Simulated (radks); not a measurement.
Values are calculated unless marked as measured or tabulated.
Spherical quantum dot in the effective-mass picture: electrons in a hard-walled sphere of radius 3.98, with a point charge +1 (a donor) at the centre, all in effective atomic units (hartree* = m*/eps^2 hartree, bohr* = eps/m* bohr), one dielectric constant everywhere. Level of theory: non-relativistic Kohn-Sham, LDA (Slater exchange, Perdew-Wang correlation), spin-polarised, spherical densities (a radial shooting solver with Libxc functionals). Levels are named by radial order and angular momentum (1s, 1p, 1d, 2s, ...), and open shells are averaged over m.

N = 2, configuration 1s2. This is the lowest configuration that the search found. Occupied and some empty levels:

level  occupation  eigenvalue (hartree*)  <r> (bohr*)
1s              2                0.30769        1.596
1p              0                0.77598        2.302
2s              0                 1.1055        2.023
1d              0                 1.2061        2.561

Energy (hartree*): total -0.346444, kinetic 0.86015, external -1.7679, Hartree 1.1374, exchange-correlation -0.57613. Static polarisability (adiabatic kernel): 6.871 bohr*^3.

Electron density:

r (bohr*)  n(r) (e/bohr*^3)
0.171                0.3207
0.371                0.2184
0.571                0.1512
0.772                0.1065
0.972               0.07619
1.17                0.05523
1.37                0.04041
1.57                0.02967
1.77                0.02182
1.97                0.01596
2.17                0.01153
2.37               0.008189
2.57               0.005663
2.77               0.003769
2.98               0.002370
3.17               0.001378
3.38              0.0007051
3.58              0.0002860
3.78             0.00006573
3.98              1.370e-07
